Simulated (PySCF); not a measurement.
CH5Si, SMILES [SiH3][CH2], multiplicity 2. Atoms are numbered in the order given.

```xyz
7

C      1.2686    -0.0034     0.0000
Si    -0.5735    -0.0019     0.0000
H      1.8533     0.0157    -0.9126
H      1.8533     0.0157     0.9126
H     -1.1109     1.3855     0.0000
H     -1.0892    -0.6848    -1.2107
H     -1.0892    -0.6848     1.2107
```
Charge 0, spin multiplicity 2.

Geometry: B3LYP-D3(BJ)/def2-TZVP. The isomer is the one that the SMILES or the coordinates give; other isomers of the formula were not compared.

The numbers are results of PySCF with PBE/def2-TZVPD, not measurements.

Mulliken values depend strongly on the basis, most of all with diffuse functions as here. ESP charges are fitted to the potential on shells at 1.4 to 2.0 van der Waals radii. Atomic charges (e):

| atom | Mulliken | ESP fit | Mulliken spin |
|---|---|---|---|
| C1 | -0.50 | ___ | 0.94 |
| Si2 | 0.09 | ___ | 0.02 |
| H3 | 0.24 | ___ | -0.02 |
| H4 | 0.24 | ___ | -0.02 |
| H5 | -0.01 | ___ | 0.05 |
| H6 | -0.02 | ___ | 0.01 |
| H7 | -0.02 | ___ | 0.01 |

Q: Some entries are withheld; supply them. (An estimate is asked for; the answer gives what the named calculation found.)

A: 
- C1, ESP fit: -0.44
- Si2, ESP fit: 0.35
- H3, ESP fit: 0.17
- H4, ESP fit: 0.17
- H5, ESP fit: -0.08
- H6, ESP fit: -0.08
- H7, ESP fit: -0.08
